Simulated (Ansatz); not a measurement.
Ideal-gas functions of `[C]#C[SiH2]F` radical at 500 K and 1 bar, from an Ansatz frequency run at PBE0-D4/def2-TZVP.

Molar mass 73.12 g/mol, point group Cs (symmetry number 1), electronic degeneracy 2, moments of inertia 26.524, 138.71, 159.163 u Å². Harmonic wavenumbers (cm⁻¹, unscaled): 132, 166, 325, 639, 642, 730, 877, 923, 960, 2165, 2272, 2277.

Use S(trans) = R[1.5 ln M + 2.5 ln T − 1.1517]; rotational temperatures θ = 24.2544 K / I; S(rot) = R[ln(√π/σ · √(T³/θAθBθC)) + 1.5]; for each mode x = 1.438777 ν̃/T, S = R[x/(eˣ − 1) − ln(1 − e⁻ˣ)] and H = RT x/(eˣ − 1); 1 cm⁻¹ = 0.0119627 kJ/mol; R = 8.31446 J/(mol·K).

By hand: the entropy, in J/(mol·K).

Translation 173.1. Rotation: θ = 0.9144, 0.1749, 0.1524 K, giving 110.2. Vibration, mode by mode: 16.41, 14.54, 9.17, 4.33, 4.30, 3.52, 2.52, 2.27, 2.09, 0.12, 0.09, 0.09, in all 59.5. Electronic 5.8. Sum 348.6 J/(mol·K).

By hand: H − E and G − E in kJ/mol, counted from the electronic energy.

Zero-point energy ½ × 12108 × 0.0119627 = 72.4; thermal vibration 15.9; translation, rotation and pV give 4 RT = 16.6. H − E = 104.9 kJ/mol, and G − E = 104.9 − 500 × 348.6/1000 = -69.4 kJ/mol.

Vibration gives 17 % of the entropy, 16.4 J/(mol·K) of it from the mode under 150 cm⁻¹: soft modes count most, and the harmonic formula is weakest for them.
